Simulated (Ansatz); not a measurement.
A nudged elastic band was laid between two geometries of C2H5NSi (9 atoms, charge 0, multiplicity 1).

All numbers below come from RKS PBE-D4/def2-SVP (Ansatz 0.2.0).

- movable images: 5
- climbing image: yes
- spring: 5.0 eV/Å²
- optimiser: lbfgs
- start path: IDPP
- force threshold: 0.05 eV/Å
- iteration limit: 60
- end points: relaxed

First end point:

```xyz
9
Properties=species:S:1:pos:R:3
C -0.729 0.745 -0.967
Si 0.101 -0.654 -0.036
C 0.790 -0.468 1.625
N 1.733 -0.307 0.763
H -0.355 0.803 -2.010
H -0.515 1.708 -0.463
H -1.828 0.606 -1.005
H -0.031 -2.014 -0.643
H 0.834 -0.418 2.735
```

Last end point:

```xyz
9
Properties=species:S:1:pos:R:3
C -0.554 0.786 -1.047
Si 0.379 -0.535 -0.100
C 0.235 -0.758 1.689
N 1.265 -0.025 1.443
H -1.384 0.349 -1.638
H 0.122 1.318 -1.748
H -0.978 1.524 -0.339
H 1.087 -1.559 -0.927
H -0.172 -1.100 2.666
```

(1) What changes between the two ends?

(2) What energy profile does the band end with?

(3) What is the geometry of the highest image?

Results:

(1) No bond is made or broken. The dihedral H5–C1–Si2–N4 goes from 85 to -154°. The two ends are copies of one structure, up to a mirror image or an exchange of like atoms.

(2) The forces met the threshold. The highest image is number 3 of 0 to 6, 0.032 eV above the ends, which have the same energy within 2 meV. Another band between the same ends (5 images) ends at a top of the same energy, where a vibrational analysis finds 1 clearly imaginary mode.

```csv
image,path coordinate (Å),energy (eV),dihedral H5–C1–Si2–N4 (°)
0,0.00,0.000,85
1,0.54,0.008,105
2,1.07,0.024,125
3,1.61,0.032,145
4,2.15,0.024,165
5,2.69,0.008,-175
6,3.23,0.000,-154
```

(3) 
```xyz
9
Properties=species:S:1:pos:R:3:forces:R:3
C -0.603 0.790 -1.018 0.00 0.00 0.00
Si 0.282 -0.595 -0.106 0.00 0.00 -0.01
C 0.390 -0.681 1.698 0.00 0.01 0.00
N 1.450 -0.108 1.244 0.00 0.00 0.00
H -0.736 0.524 -2.086 0.00 0.00 0.00
H -0.006 1.722 -0.963 0.00 0.00 0.00
H -1.602 0.995 -0.584 0.00 0.00 0.00
H 0.728 -1.755 -0.936 0.00 0.00 0.00
H 0.096 -0.892 2.749 0.00 0.00 0.00
```

Time of the run: 3.1 min on 1 thread of Intel(R) Xeon(R) Processor @ 2.50GHz (Skylake/Cascade Lake), with other jobs on the host, peak memory 0.13 GiB.
